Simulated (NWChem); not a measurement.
System: BeHSeF; SMILES [SeH][Be][F]

Here is an NWChem input.

```
start job
memory heap 200 mb stack 900 mb global 1100 mb
geometry units angstroms noautoz
  Be     0.025601     1.117946     0.000000
  F      0.118462     2.504028     0.000000
  Se    -0.156885    -0.901221     0.000000
  H      1.311254    -1.035399     0.000000
end
basis spherical
  * library def2-svp
end
dft
  xc xpbe96 cpbe96
  iterations 150
  vectors input atomic output neutral.movecs
end
task dft energy
charge 1
dft
  odft
  mult 2
  vectors input atomic output cation.movecs
end
task dft energy
```

Excerpt of the output:

```
             Northwest Computational Chemistry Package (NWChem) 7.3.0
             --------------------------------------------------------

 CS  symmetry detected

                             Geometry "geometry" -> ""
                             -------------------------

 Output coordinates in angstroms (scale by  1.889725989 to convert to a.u.)

  No.       Tag          Charge          X              Y              Z
 ---- ---------------- ---------- -------------- -------------- --------------
    1 Be                   4.0000    -0.00713972     1.21816699     0.00000000
    2 F                    9.0000    -0.01943618     2.60730171     0.00000000
    3 Se                  34.0000    -0.03630282    -0.80901974     0.00000000
    4 H                    1.0000     1.43778026    -0.83171217     0.00000000

 Effective nuclear repulsion energy (a.u.)     110.9321962348

      Symmetry information
      --------------------

 Group name             Cs
 Group number              2
 Group order               2
 No. of unique centers     4

  pbe96 is a nonlocal functional; adding pw91lda local functional.

                                 NWChem DFT Module
                                 -----------------

 Summary of "ao basis" -> "ao basis" (spherical)
 ------------------------------------------------------------------------------
       Tag                 Description            Shells   Functions and Types
 ---------------- ------------------------------  ------  ---------------------
 Be                         def2-svp                 5        9   3s2p
 F                          def2-svp                 6       14   3s2p1d
 Se                         def2-svp                12       32   5s4p3d
 H                          def2-svp                 3        5   2s1p

      Symmetry analysis of basis
      --------------------------

        a'         43
        a"         17

            General Information
            -------------------
          SCF calculation type: DFT
          Wavefunction type:  closed shell.
          No. of atoms     :     4
          No. of electrons :    48
           Alpha electrons :    24
            Beta electrons :    24
          Charge           :     0
          Spin multiplicity:     1
          Use of symmetry is: on ; symmetry adaption is: on
          Maximum number of iterations: 150
          AO basis - number of functions:    60
                     number of shells:    26
          Convergence on energy requested:  1.00D-06
          Convergence on density requested:  1.00D-05
          Convergence on gradient requested:  5.00D-04

              XC Information
              --------------
          PerdewBurkeErnzerhof Exchange Functional  1.000
            Perdew 1991 LDA Correlation Functional  1.000 local
           PerdewBurkeErnz. Correlation Functional  1.000 non-local

             Grid Information
             ----------------
          Grid used for XC integration:  medium
          Radial quadrature: Mura-Knowles
          Angular quadrature: Lebedev.
          Tag              B.-S. Rad. Rad. Pts. Rad. Cut. Ang. Pts.
          ---              ---------- --------- --------- ---------
          Be                  1.05       49           8.0       434
          F                   0.50       49          10.0       434
          Se                  1.15      112           9.0       590
          H                   0.35       45          10.0       434
          Grid pruning is: on
          Number of quadrature shells:   255
          Spatial weights used:  Erf1

      Superposition of Atomic Density Guess
      -------------------------------------

 Sum of atomic energies:       -2513.85730249

      Non-variational initial energy
      ------------------------------

 Total energy =   -2514.329593
 1-e energy   =   -3721.964873
 2-e energy   =    1096.703084
 HOMO         =      -0.308795
 LUMO         =      -0.014232

      Symmetry analysis of molecular orbitals - initial
      -------------------------------------------------

  Numbering of irreducible representations:

     1 a'          2 a"

  Orbital symmetries:

     1 a'          2 a'          3 a'          4 a'          5 a"
     6 a'          7 a'          8 a'          9 a'         10 a"
    11 a'         12 a'         13 a'         14 a"         15 a'
    16 a"         17 a'         18 a'         19 a'         20 a'
    21 a"         22 a'         23 a'         24 a"         25 a'
    26 a'         27 a"         28 a'         29 a'         30 a'
    31 a"         32 a'         33 a'         34 a'

   convergence    iter        energy       DeltaE   RMS-Dens  Diis-err
 ---------------- ----- ----------------- --------- --------- ---------
 d= 0,ls=0.0,diis     1  -2515.8896589837 -2.63D+03  2.76D-02  7.15D-01
 d= 0,ls=0.0,diis     2  -2515.4753807436  4.14D-01  1.80D-02  5.49D+00
 d= 0,ls=0.0,diis     3  -2515.9768531293 -5.01D-01  3.42D-03  4.48D-02
 d= 0,ls=0.0,diis     4  -2515.9790513276 -2.20D-03  2.16D-03  1.58D-02
 d= 0,ls=0.0,diis     5  -2515.9809059944 -1.85D-03  6.24D-04  8.59D-04
  Resetting Diis
 d= 0,ls=0.0,diis     6  -2515.9810628641 -1.57D-04  7.91D-05  2.40D-05
 d= 0,ls=0.0,diis     7  -2515.9810661855 -3.32D-06  4.85D-05  1.99D-06
 d= 0,ls=0.0,diis     8  -2515.9810657176  4.68D-07  2.71D-05  5.98D-06
 d= 0,ls=0.0,diis     9  -2515.9810665112 -7.94D-07  5.12D-06  1.98D-07

         Total DFT energy =    -2515.981066511244
      One electron energy =    -3723.710382150508
           Coulomb energy =     1197.194068884617
    Exchange-Corr. energy =     -100.396949480106
 Nuclear repulsion energy =      110.932196234753

 Numeric. integr. density =       47.999986394926

                  Occupations of the irreducible representations
                  ----------------------------------------------

[...]
```

Level: PBE/def2-SVP, vertical spin-unrestricted ions. Structure relaxed at the PBE0/def2-SVP level.
